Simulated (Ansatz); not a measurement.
Gas-phase reaction in SMILES: [CH3][GeH2][CH3] → [CH2-][GeH2][CH3] + H+

Property: gas-phase deprotonation energy (enthalpy at 298 K), in kcal/mol. Conventions: LANL2DZ with its own core potentials from Na on; non-relativistic; 6-31G* and kin with 6d, 5d where marked; spin-orbit terms left out. Ab initio and DFT rows: single points at B3LYP-D3(BJ) geometries (Ansatz, an electronic-structure program), with unscaled harmonic terms from B3LYP/6-31G* (LANL2DZ past Ar) (Ansatz) at its own minima. Anions need diffuse functions, which STO-3G, LANL2DZ, def2-SVP, cc-pVDZ and Pople sets without + lack.

```tsv
level	program	gas-phase deprotonation energy (enthalpy at 298 K) (kcal/mol)
HF/STO-3G	Ansatz	531.7
HF/3-21G	Ansatz	418.8
HF/LANL2DZ	Ansatz	410.4
HF/6-31G*	Ansatz	415.7
HF/6-31G* with LANL2DZ past Ar	Ansatz	415.2
```

No value to compare with is used here. The 5 habitual levels span 410.4 (HF/LANL2DZ) to 531.7 kcal/mol (HF/STO-3G).

The sets are all those run for this method; left out are runs that failed, that the program found above a lower state of the same kind, or whose <S^2> lies over 0.5 above the pure value.
